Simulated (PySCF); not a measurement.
PySCF 2.14 output of an unrestricted B3LYP calculation on a single atom or ion in x2c-TZVPall (5s4p3d, 32 functions), with scalar relativity by spin-free X2C-1e:

```
SCF conv_tol = 1e-09
number electrons alpha = 6  beta = 6
    P. J. Stephens, F. J. Devlin, C. F. Chabalowski, and M. J. Frisch.,  J. Phys. Chem. 98, 11623 (1994)
cycle= 1 E= -200.402222640369  delta_E= -0.00321  |g|= 0.0251  |ddm|= 0.193
cycle= 2 E= -200.402291501936  delta_E= -6.89e-05  |g|= 0.0143  |ddm|= 0.0159
cycle= 3 E= -200.402327314337  delta_E= -3.58e-05  |g|= 0.000375  |ddm|= 0.00718
cycle= 4 E= -200.402327351084  delta_E= -3.67e-08  |g|= 1.22e-05  |ddm|= 0.000715
cycle= 5 E= -200.402327351144  delta_E= -5.99e-11  |g|= 6.41e-08  |ddm|= 3.2e-05
converged SCF energy = -200.402327351144  <S^2> = -4.4408921e-15  2S+1 = 1
```

The run itself started from symmetry-adapted Hartree-Fock orbitals and held the occupation by maximum overlap, on a logarithmic radial grid, so the iterations belong to that start.

Question: Which element, charge and spin multiplicity is this?

Answer: Mg (magnesium, neutral), multiplicity 1; the state was [Ne] 3s2, closed-shell 1S.
